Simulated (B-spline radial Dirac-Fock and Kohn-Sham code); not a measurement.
## Photoemission from Ir²⁺ at 4000 eV, detector at θ = 45°, φ = 0°

System: Ir²⁺, 1s2 2s2 2p6 3s2 3p6 3d10 4s2 4p6 4d10 4f14 5s2 5p6 5d7. These are calculated numbers from a radial B-spline solver; the model is Dirac-Hartree-Slater photoionisation with a Latter tail; cross sections with all multipoles, angular parameters from the dipole term and its interference with E2. Thresholds are orbital energies of the model. For linearly polarised light dσ/dΩ = σ/(4π) [1 + β P₂(cos θ) + (δ + γ cos²θ) sin θ cos φ], with θ from the polarisation vector and φ the angle between the beam and the projection of the electron momentum on the plane normal to the polarisation. The dipole factor is 1 + βP₂ and the non-dipole term is the rest of the bracket. Open shells are filled statistically over j.

```
subshell  threshold (eV)  σ (kb)     β      γ       δ  dipole factor  non-dipole term  dσ/dΩ (kb/sr)
      3s          3170.7    18.0  1.90   0.90   0.000          1.476           +0.319           2.57
   3p1/2          2925.3    26.6  1.42   0.29   0.031          1.355           +0.123           3.13
   3p3/2          2563.4    58.1  1.50   0.05   0.015          1.374           +0.028           6.48
   3d3/2          2147.6    70.7  1.19   0.05   0.062          1.297           +0.061           7.64
   3d5/2          2068.8    97.1  1.20   0.12   0.060          1.300           +0.084           10.7
      4s           700.0    5.63  1.93   0.13  -0.002          1.481           +0.043          0.683
   4p1/2           595.1    7.05  1.69  -0.01  -0.005          1.422           -0.009          0.793
   4p3/2           508.9    14.0  1.73  -0.04   0.006          1.433           -0.008           1.58
   4d3/2           334.9    11.7  1.38   0.39   0.057          1.346           +0.177           1.41
   4d5/2           318.7    15.9  1.32   0.43   0.057          1.330           +0.192           1.93
   4f5/2           95.46    2.70  0.96   0.90   0.201          1.240           +0.460          0.365
   4f7/2           92.13    3.36  0.94   0.91   0.204          1.234           +0.465          0.454
      5s           123.3    1.16  1.93   0.05  -0.002          1.482           +0.017          0.138
   5p1/2           89.60    1.22  1.71  -0.01  -0.006          1.428           -0.007          0.138
   5p3/2           75.27    2.29  1.76  -0.02   0.006          1.439           -0.002          0.262
   5d3/2           30.06   0.741  1.40   0.43   0.055          1.350           +0.190         0.0909
   5d5/2           28.59   0.983  1.33   0.47   0.056          1.332           +0.205          0.120
```
